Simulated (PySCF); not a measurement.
Working with the constants of TlCl⁻

UHF-CCSD(T) constants of TlCl⁻, ²Π (doublet), unpaired electrons π ↑ (PySCF, scalar-relativistic core potentials, basis sets Tl def2-SVPD with ECP60, Cl def2-SVPD; masses 204.9744 and 34.9689 u):

| Quantity | Value |
| --- | --- |
| ωe | 171.5 cm⁻¹ |
| ωexe | 1.14 cm⁻¹ |
| Be | 0.071395 cm⁻¹ |
| αe | 0.000540 cm⁻¹ |
| D (centrifugal) | 4.95e-08 cm⁻¹ |
| De to Tl + Cl⁻ | 1.00 eV |

Task: Give the vibrational terms G(v) and spacings up to v = 6.

Result: G(v) = ωe(v+½) − ωexe(v+½)².

```csv
v,G(v) (cm⁻¹),G(v) − G(v−1),Bv (cm⁻¹)
0,85.5,,0.07112
1,254.7,169.2,0.07058
2,421.6,166.9,0.07004
3,586.3,164.7,0.06950
4,748.7,162.4,0.06896
5,908.8,160.1,0.06842
6,1066.6,157.8,0.06789
```

Task: How well does the Morse estimate ωe²/(4ωexe) reproduce De, and what is D0?

Result: It gives 0.80 eV, 80 % of the computed De. D0 = De − G(0) = 1.00 − 0.01 = 0.99 eV.

Correlated steps freeze 9 core orbitals. Correlated levels converge slowly with the basis: in double zeta they bind strong bonds too weakly, by up to about 1 eV, and carry superposition errors of some tenths. These are scalar-relativistic numbers at best; spin–orbit coupling would shift them, the dissociation energy most. For an ion De counts to the pair picked by the measured ionisation energies or electron affinities, which need not be the lowest pair at this level. The state was picked by a PBE0 search and need not be the measured ground state.
